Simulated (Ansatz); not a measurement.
Ansatz results at the PBE0-D4/def2-TZVP geometry: size of the dipole moment (PBE/def2-TZVPP) 1.85 D; HOMO energy (PBE/def2-TZVPP) -5.08 eV; HOMO–LUMO gap (ωB97M-V/def2-TZVPP) 10.04 eV.

Each molecule was computed in one conformer, which needn't be the lowest.

(1) Which molecule gave them?
A. `OC1=C(F)C1`
B. `C=NC(N)(F)F`
C. `O/C([SiH3])=C(\O)S`
D. `C[SiH2][B](N)[AlH2]`

Answers

(1) C. The others give `OC1=C(F)C1`: 1.44, -5.25, 10.66; `C[SiH2][B](N)[AlH2]`: 2.32, -5.44, 8.21; `C=NC(N)(F)F`: 1.06, -6.59, 11.80.
